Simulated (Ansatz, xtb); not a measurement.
# Two structures of CH5AgGeO

Structure I is a singlet given by its coordinates and structure II is `C[O][GeH2][Ag]`, a singlet. Both are isolated molecules in the gas phase, relaxed with B3LYP-D3(BJ)/def2-SVP; the shapes shown needn't be the lowest conformers.

I (Å):

```xyz
9

C    -0.8191    0.6830    1.3102
Ag    2.9535    2.1270    0.2158
Ge    0.7876    0.8529    0.1587
O     0.3728   -0.1961   -1.2160
H    -0.6813    1.2062    2.2678
H    -1.6887    1.1219    0.7903
H    -1.0405   -0.3796    1.5078
H    -0.4879   -0.6389   -1.1705
H     4.3498    3.0171    0.3034
```

Close contacts (Å): C1–Ge3 1.98, Ag2–Ge3 2.51, Ge3–O4 1.78, C1–H5 1.10, C1–H6 1.10, C1–H7 1.10, Ag2–H9 1.66, O4–H8 0.97.

II (Å):

```
atom    x (Å)    y (Å)    z (Å)
   C  -0.2622   1.7961  -1.1574
  Ag  -1.1273  -1.3351   0.8989
  Ge  -1.3351  -0.7500  -1.5039
   O  -1.3224   1.0450  -1.6812
   H  -0.1475   1.6576  -0.0607
   H   0.7124   1.5491  -1.6260
   H  -0.4618   2.8654  -1.3401
   H  -0.1564  -1.3072  -2.3559
   H  -2.6704  -1.1480  -2.1709
```

Problem. Estimate E(II) − E(I) at the level CCSD(T)/def2-SVP + ΔMP2/def2-TZVPP.

Solution. Not settled: CCSD(T)/def2-SVP + ΔMP2/def2-TZVPP gives E(II) − E(I) = +1.07 kcal/mol, but this leans on the basis-set step: CCSD(T) alone gives −3.58 kcal/mol.

The same difference at several levels:

```csv
level,geometry,E(II) − E(I) (kcal/mol),departure from the last row (kcal/mol),"job, with rough time for the two"
GFN2-xTB,GFN2-xTB,+32.27,+31.20,"optimisation, 0.32 s"
HF/STO-3G,GFN2-xTB,−13.20,−14.27,"single point, 3.5 s"
r2SCAN-D4/def2-SVP,GFN2-xTB,−4.03,−5.10,"single point, 4.2 s"
B3LYP-D3(BJ)/def2-SVP,B3LYP-D3(BJ)/def2-SVP,−2.97,−4.04,"optimisation, 1.7 min"
HF/def2-SVP,B3LYP-D3(BJ)/def2-SVP,−12.64,−13.71,part of the CCSD(T) run
MP2/def2-SVP,B3LYP-D3(BJ)/def2-SVP,−1.42,−2.49,part of the CCSD(T) run
CCSD(T)/def2-SVP,B3LYP-D3(BJ)/def2-SVP,−3.58,−4.65,single point
CCSD(T)/def2-SVP + ΔMP2/def2-TZVPP,B3LYP-D3(BJ)/def2-SVP,+1.07,,"single point, 70 s"
```

HF/STO-3G, r2SCAN-D4/def2-SVP, B3LYP-D3(BJ)/def2-SVP, HF/def2-SVP, MP2/def2-SVP, CCSD(T)/def2-SVP put the two in the other order. The largest departure from CCSD(T)/def2-SVP + ΔMP2/def2-TZVPP is that of GFN2-xTB, 31.20 kcal/mol. The last row adds to CCSD(T) the change of the MP2 difference between the two basis sets, here +4.65 kcal/mol, a large step that makes the value less sure.

With harmonic frequencies from B3LYP-D3(BJ)/def2-SVP (ideal gas, rigid rotor, one conformer each, 400 K, 1 atm): on the last row, ΔE + ΔZPE = +2.61 kcal/mol. A mode under 50 cm⁻¹ makes harmonic enthalpies and free energies unreliable, so none is given.

The correlated steps freeze 11 core orbitals; the filled d shell of Ge is correlated; the last core shell of Ag is correlated, in a basis made for valence electrons. Atoms past krypton carry core potentials in the def2 sets, other sets are all-electron and non-relativistic, and no spin–orbit term is included. Codes used: Ansatz 0.2.0, xtb 6.7.1; the last row on 2 threads of Intel(R) Xeon(R) Processor @ 2.70GHz on a shared host.
